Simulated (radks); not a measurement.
Results of a calculation; reference values are marked as such.
Task: All-electron atom: Lu IV in [Xe] 4f14 (the NIST ground configuration). Level of theory: Dirac Kohn-Sham, LDA (Slater exchange, Perdew-Wang correlation), spin-unpolarised, spherical densities, finite nucleus; Fermi nuclear charge, rms radius 5.37 fm (a radial shooting solver on a logarithmic mesh with Libxc functionals).

Spin-orbit splittings of the eigenvalues, e(l+1/2) - e(l-1/2), with zeta = 2 splitting/(2l+1) and mean radii in bohr:

shell  occ.  splitting (eV)  zeta (eV)  <r> j=l-1/2  <r> j=l+1/2
2p        6            1116      744.2      0.06743      0.07504
3p        6           238.0      158.7       0.2021       0.2164
3d       10               ?          ?       0.1899       0.1943
4p        6           54.36      36.24       0.4851       0.5181
4d       10           9.922      3.969       0.5412       0.5529
4f       14           1.532     0.4378       0.7088       0.7231
5p        6           7.149      4.766        1.298        1.402
5d        0          0.6028     0.2411        1.993        2.038

Estimate the 3d splitting.

Result: 52.02 eV (zeta = 20.81 eV).
